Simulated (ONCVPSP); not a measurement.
Which change was made? (Co, ONCV)

* Element: cobalt (Co)
* Generator: ONCVPSP 4.0.1
* Type: optimised norm-conserving Vanderbilt (ONCV)
* Functional: PBE
* Relativity: scalar-relativistic
* Frozen core: [Ne]
* Valence charge: 17
* Reference configuration: 3s2 3p6 3d7 4s2
* Partial waves: 3s+4s: rc 1.35 bohr, ncon 4, nbas 8, qcut 6.7 1/bohr, 2 projectors; 3p: rc 0.80 bohr, ncon 4, nbas 9, qcut 8.7 1/bohr, 2 projectors, debl 1.5 Ha; 3d: rc 1.15 bohr, ncon 4, nbas 8, qcut 13.4 1/bohr, 2 projectors, debl 1.6 Ha
* Local potential: polynomial inside 0.70 bohr (lpopt 5, dvloc0 0 Ha)
* Core correction: none

In the p channel the program set the typed energies aside and used -2.412, 0.250 Ha.

Cutoffs, loose and tight: the cutoffs (Ha) at which the residual kinetic energy of the hardest occupied pseudo-wave falls to 1 and 0.1 mHa per electron. They do not see the model core or the augmentation charge, which bear on the density cutoff. Test errors are all-electron minus pseudo excitation energies from the reference, over the configurations 3s2 3p6 3d7 4s1; 3s2 3p6 3d7 4s0; 3s2 3p6 3d6 4s0; 3s1 3p6 3d7 4s2; variants that change the core or the reference have their own tests.

The base gives: outcome: generated, projector energies reset by the program; cutoff, loose: 71 Ha; cutoff, tight: 376 Ha; bound ghosts: none; GHOST(+) flags above zero: s; largest test error (meV): -195.

After one change the result is: outcome: generated, projector energies reset by the program; cutoff, loose: 87 Ha; cutoff, tight: 376 Ha; bound ghosts: none; GHOST(+) flags above zero: s; largest test error (meV): -164. Which change was it?
A. all radii scaled by about 0.78 (s 1.06, p 0.62, d 0.90 bohr); local potential polynomial inside 0.54 bohr (lpopt 5, dvloc0 0 Ha)
B. core [Ne] 3s2, valence charge 15; reference 3p6 3d7 4s2; waves now 4s: rc 2.35 bohr, ncon 3, nbas 7, qcut 3 1/bohr, 3 projectors, debl 1.3 Ha; 3p: rc 0.75 bohr, ncon 3, nbas 6, qcut 8.9 1/bohr, 2 projectors, debl 1.1 Ha; 3d: rc 1.15 bohr, ncon 3, nbas 8, qcut 11.2 1/bohr, 2 projectors, debl 1.2 Ha
C. d: qcut 16.4

C. The others give: core [Ne] 3s2, valence charge 15; reference 3p6 3d7 4s2; waves now 4s: rc 2.35 bohr, ncon 3, nbas 7, qcut 3 1/bohr, 3 projectors, debl 1.3 Ha; 3p: rc 0.75 bohr, ncon 3, nbas 6, qcut 8.9 1/bohr, 2 projectors, debl 1.1 Ha; 3d: rc 1.15 bohr, ncon 3, nbas 8, qcut 11.2 1/bohr, 2 projectors, debl 1.2 Ha → outcome: generated, projector energies reset by the program; cutoff, loose: 90 Ha; cutoff, tight: 205 Ha; bound ghosts: s; GHOST(+) flags above zero: s; largest test error (meV): -30 | all radii scaled by about 0.78 (s 1.06, p 0.62, d 0.90 bohr); local potential polynomial inside 0.54 bohr (lpopt 5, dvloc0 0 Ha) → outcome: generated, projector energies reset by the program; cutoff, loose: 132 Ha; cutoff, tight: 360 Ha; bound ghosts: none; GHOST(+) flags above zero: s, p; largest test error (meV): -51.
